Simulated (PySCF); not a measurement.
Compound: C₂H₃F₃Ge.
SMILES: `FC(F)=[C](F)[GeH3]`

Theory: PBE0-D3(BJ)/def2-SVP geometry optimisation, gas phase in PySCF.

Masses are those of the commonest isotopes; rigid-rotor values at the optimised geometry. 

Problem. Give the principal moments of inertia and the rotational constants in cm⁻¹.

Solution. Ia = 124.44, Ib = 378.77, Ic = 496.86 u·Å²; 505379 MHz·u·Å²/I gives 4061, 1334 and 1017 MHz, that is A = 0.13547, B = 0.04451, C = 0.03393 cm⁻¹.

Problem. What kind of rotor is it?

Solution. An asymmetric top; Ray's κ = -0.792.

Problem. What does the inertial defect say?

Solution. Not planar: Δ = Ic − Ia − Ib = -6.36 u·Å². For a rigid frame Δ = −2 Σ m c², so Σ m c² = 3.18 u·Å² lies off the ab plane, practically all of it from hydrogen. The atom farthest from that plane is 1.33 Å away.

Problem. Give the other two planar moments, Paa and Pbb, and the rms extents of the mass along the axes.

Solution. Paa = Σ m a² = (Ib + Ic − Ia)/2 = 375.60 and Pbb = Σ m b² = (Ia + Ic − Ib)/2 = 121.26 u·Å². With the mass M = 157.94 u, the rms extents √(P/M) along a, b and c are 1.54, 0.88, 0.14 Å.

Problem. Give the coordinates in the principal-axis frame, origin at the centre of mass.

Solution. The sense of each axis is arbitrary; atoms in the order of the calculation.
| atom | mass (u) | a (Å) | b (Å) | c (Å) |
| --- | --- | --- | --- | --- |
| F1 | 18.998 | -1.387 | 1.571 | 0.008 |
| C2 | 12.000 | -1.479 | 0.261 | 0.001 |
| F3 | 18.998 | -2.721 | -0.139 | -0.010 |
| C4 | 12.000 | -0.401 | -0.525 | 0.006 |
| F5 | 18.998 | -0.591 | -1.853 | 0.006 |
| Ge6 | 73.921 | 1.435 | 0.139 | -0.002 |
| H7 | 1.008 | 2.335 | -1.088 | -0.190 |
| H8 | 1.008 | 1.749 | 0.840 | 1.329 |
| H9 | 1.008 | 1.614 | 1.132 | -1.160 |

Problem. Where do the levels up to J = 4 lie, in MHz?

Solution. Above 0(0,0):
J = 1: 1(0,1) 2351, 1(1,1) 5078, 1(1,0) 5396
J = 2: 2(0,2) 7028, 2(1,2) 9464, 2(1,1) 10415, 2(2,1) 18596, 2(2,0) 18623
J = 3: 3(0,3) 13979, 3(1,3) 16027, 3(1,2) 17928, 3(2,2) 25651, 3(2,1) 25780, 3(3,1) 40094, 3(3,0) 40095
J = 4: 4(0,4) 23134, 4(1,4) 24750, 4(1,3) 27912, 4(2,3) 35036, 4(2,2) 35416, 4(3,2) 49548, 4(3,1) 49558, 4(4,1) 69703, 4(4,0) 69703
The levels of one J sum to (2J + 1)J(J + 1)(A + B + C)/3.

Problem. Predict some low-J microwave lines.

Solution. The dipole components are |μa| = 1.11 D, |μb| = 0.68 D, |μc| = 0.01 D. The squared components, which scale the intensities, stand as 1.00 : 0.38 : 0.00 (a : b : c). Some of the stronger lines:

```json
{"type": "a", "branch": "Q", "J(Ka,Kc)": "5(2,3) ← 5(2,4)", "MHz": "855", "lower level (cm⁻¹)": "1.559"}
{"type": "b", "branch": "R", "J(Ka,Kc)": "2(0,2) ← 1(1,1)", "MHz": "1950", "lower level (cm⁻¹)": "0.169"}
{"type": "b", "branch": "Q", "J(Ka,Kc)": "3(1,2) ← 3(0,3)", "MHz": "3949", "lower level (cm⁻¹)": "0.466"}
{"type": "a", "branch": "R", "J(Ka,Kc)": "2(1,2) ← 1(1,1)", "MHz": "4386", "lower level (cm⁻¹)": "0.169"}
{"type": "b", "branch": "R", "J(Ka,Kc)": "1(1,1) ← 0(0,0)", "MHz": "5078", "lower level (cm⁻¹)": "0.000"}
{"type": "b", "branch": "Q", "J(Ka,Kc)": "5(1,4) ← 5(0,5)", "MHz": "5917", "lower level (cm⁻¹)": "1.148"}
{"type": "a", "branch": "R", "J(Ka,Kc)": "3(0,3) ← 2(0,2)", "MHz": "6951", "lower level (cm⁻¹)": "0.234"}
{"type": "b", "branch": "R", "J(Ka,Kc)": "4(0,4) ← 3(1,3)", "MHz": "7107", "lower level (cm⁻¹)": "0.535"}
{"type": "a", "branch": "R", "J(Ka,Kc)": "3(2,1) ← 2(2,0)", "MHz": "7157", "lower level (cm⁻¹)": "0.621"}
{"type": "b", "branch": "Q", "J(Ka,Kc)": "2(2,0) ← 2(1,1)", "MHz": "8207", "lower level (cm⁻¹)": "0.347"}
{"type": "a", "branch": "R", "J(Ka,Kc)": "4(3,2) ← 3(3,1)", "MHz": "9454", "lower level (cm⁻¹)": "1.337"}
{"type": "a", "branch": "R", "J(Ka,Kc)": "4(1,3) ← 3(1,2)", "MHz": "9983", "lower level (cm⁻¹)": "0.598"}
{"type": "a", "branch": "R", "J(Ka,Kc)": "5(0,5) ← 4(0,4)", "MHz": "11281", "lower level (cm⁻¹)": "0.772"}
{"type": "a", "branch": "R", "J(Ka,Kc)": "5(4,1) ← 4(4,0)", "MHz": "11815", "lower level (cm⁻¹)": "2.325"}
{"type": "a", "branch": "R", "J(Ka,Kc)": "5(3,3) ← 4(3,2)", "MHz": "11833", "lower level (cm⁻¹)": "1.653"}
{"type": "a", "branch": "R", "J(Ka,Kc)": "5(3,2) ← 4(3,1)", "MHz": "11861", "lower level (cm⁻¹)": "1.653"}
{"type": "b", "branch": "Q", "J(Ka,Kc)": "4(3,1) ← 4(2,2)", "MHz": "14142", "lower level (cm⁻¹)": "1.181"}
{"type": "b", "branch": "Q", "J(Ka,Kc)": "5(3,3) ← 5(2,4)", "MHz": "14646", "lower level (cm⁻¹)": "1.559"}
{"type": "b", "branch": "R", "J(Ka,Kc)": "3(2,2) ← 2(1,1)", "MHz": "15235", "lower level (cm⁻¹)": "0.347"}
{"type": "b", "branch": "R", "J(Ka,Kc)": "3(2,1) ← 2(1,2)", "MHz": "16316", "lower level (cm⁻¹)": "0.316"}
{"type": "b", "branch": "R", "J(Ka,Kc)": "4(2,2) ← 3(1,3)", "MHz": "19389", "lower level (cm⁻¹)": "0.535"}
{"type": "b", "branch": "Q", "J(Ka,Kc)": "5(4,1) ← 5(3,2)", "MHz": "20100", "lower level (cm⁻¹)": "2.049"}
{"type": "b", "branch": "R", "J(Ka,Kc)": "4(3,2) ← 3(2,1)", "MHz": "23768", "lower level (cm⁻¹)": "0.860"}
{"type": "b", "branch": "R", "J(Ka,Kc)": "5(3,2) ← 4(2,3)", "MHz": "26383", "lower level (cm⁻¹)": "1.169"}
{"type": "b", "branch": "R", "J(Ka,Kc)": "4(4,1) ← 3(3,0)", "MHz": "29608", "lower level (cm⁻¹)": "1.337"}
{"type": "b", "branch": "R", "J(Ka,Kc)": "4(4,0) ← 3(3,1)", "MHz": "29609", "lower level (cm⁻¹)": "1.337"}
{"type": "b", "branch": "R", "J(Ka,Kc)": "5(5,1) ← 4(4,0)", "MHz": "37731", "lower level (cm⁻¹)": "2.325"}
```

Stationary, but not proved a minimum. Constants of a rigid frame at the computed geometry: no zero-point averaging, no centrifugal distortion. A rigid rotor knows nothing of internal rotation, which can split or shift real lines.
